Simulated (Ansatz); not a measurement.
Consider the formal hydrolysis of the Si–S bond: `F[SiH2][SiH](F)S` + H₂O → `O[SiH](F)[SiH2]F` + H₂S.

Isolated molecules relaxed with PBE0-D4/def2-TZVP in Ansatz; ΔE leaves out vibrations. CBS: MP2 limit from def2 TZ/QZ plus the TZ coupled-cluster correction, frozen cores. This one scheme is used for every species. DFT in def2-TZVPP. B3LYP here is the variant with VWN-RPA as its local correlation; programs differ in this. Each species was taken in one conformer, which may not be the lowest.

Problem. Is it downhill or uphill in electronic energy at CCSD(T)/CBS, and by how much? (Estimate.)

Solution. Ansatz gave: Downhill: ΔE = -35.3 kJ/mol.

Problem. What do these levels give: CAM-B3LYP-D4, B2PLYP, B3LYP, CCSD(T)/def2-TZVPP, MP2/CBS(def2), CCSD/CBS(def2)? (Estimate.)

Solution. The calculation gave: CAM-B3LYP-D4 -46.4, B2PLYP -43.5, B3LYP -45.2, CCSD(T)/def2-TZVPP -40.5, MP2/CBS(def2) -31.8, CCSD/CBS(def2) -38.8 kJ/mol.

Largest T1 diagnostic among the species: 0.012.

At CCSD(T), def2-SVP lies −4.7 kJ/mol from the extrapolated value and def2-TZVPP −5.2 kJ/mol. In def2-TZVPP, CCSD(T) changes the Hartree–Fock value by +16.8 kJ/mol (the triples alone add +3.4 kJ/mol) and MP2 by +20.3 kJ/mol.
